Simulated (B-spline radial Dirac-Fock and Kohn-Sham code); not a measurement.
# Photoemission from Er²⁺ at 10200 eV, detector at θ = 90°, φ = 0°

System: the Er²⁺ ion, configuration [Xe] 4f12. Model: Dirac-Hartree-Slater photoionisation with a Latter tail; cross sections with all multipoles, angular parameters from the dipole term and its interference with E2. Program: a radial finite-basis atomic code. Thresholds are orbital energies of the model. For linearly polarised light dσ/dΩ = σ/(4π) [1 + β P₂(cos θ) + (δ + γ cos²θ) sin θ cos φ], with θ from the polarisation vector and φ the angle between the beam and the projection of the electron momentum on the plane normal to the polarisation. The dipole factor is 1 + βP₂ and the non-dipole term is the rest of the bracket. Open shells are filled statistically over j.

| subshell | threshold (eV) | σ (kb) | β | γ | δ | dipole factor | non-dipole term | dσ/dΩ (kb/sr) |
| --- | --- | --- | --- | --- | --- | --- | --- | --- |
| 2s | 9731.6 | 11.5 | 1.96 | 1.09 | -0.001 | 0.018 | -0.001 | ≈ 0 |
| 2p1/2 | 9290.5 | 19.5 | 1.28 | -0.40 | 0.002 | 0.359 | +0.002 | 0.561 |
| 2p3/2 | 8362.2 | 31.9 | 1.45 | -0.11 | 0.042 | 0.273 | +0.042 | 0.800 |
| 3s | 2204.3 | 2.90 | 1.97 | -0.11 | -0.001 | 0.015 | -0.001 | ≈ 0 |
| 3p1/2 | 2007.1 | 3.05 | 1.51 | 0.79 | 0.024 | 0.245 | +0.024 | 0.0652 |
| 3p3/2 | 1811.0 | 5.10 | 1.62 | 0.91 | 0.034 | 0.192 | +0.034 | 0.0917 |
| 3d3/2 | 1469.8 | 1.76 | 1.07 | 1.59 | 0.212 | 0.463 | +0.212 | 0.0943 |
| 3d5/2 | 1426.6 | 2.33 | 0.98 | 1.55 | 0.236 | 0.512 | +0.236 | 0.139 |
| 4s | 451.9 | 0.721 | 1.97 | -0.04 | -0.001 | 0.015 | -0.001 | ≈ 0 |
| 4p1/2 | 372.1 | 0.674 | 1.50 | 0.91 | 0.022 | 0.249 | +0.022 | 0.0145 |
| 4p3/2 | 327.8 | 1.10 | 1.61 | 1.03 | 0.030 | 0.196 | +0.030 | 0.0199 |
| 4d3/2 | 195.1 | 0.344 | 1.04 | 1.61 | 0.202 | 0.479 | +0.202 | 0.0187 |
| 4d5/2 | 187.0 | 0.452 | 0.94 | 1.56 | 0.229 | 0.532 | +0.229 | 0.0274 |
| 4f5/2 | 25.67 | 0.0116 | 0.59 | 1.52 | 0.510 | 0.706 | +0.510 | 0.00112 |
| 4f7/2 | 24.46 | 0.0141 | 0.57 | 1.48 | 0.525 | 0.713 | +0.525 | 0.00139 |
| 5s | 71.66 | 0.119 | 1.97 | -0.02 | -0.001 | 0.015 | -0.001 | ≈ 0 |
| 5p1/2 | 49.62 | 0.0888 | 1.50 | 0.93 | 0.022 | 0.250 | +0.022 | 0.00192 |
| 5p3/2 | 43.89 | 0.139 | 1.61 | 1.05 | 0.030 | 0.197 | +0.030 | 0.00250 |

Values without a named source are computed, but for edge energies of neutral atoms, which are taken from tables.
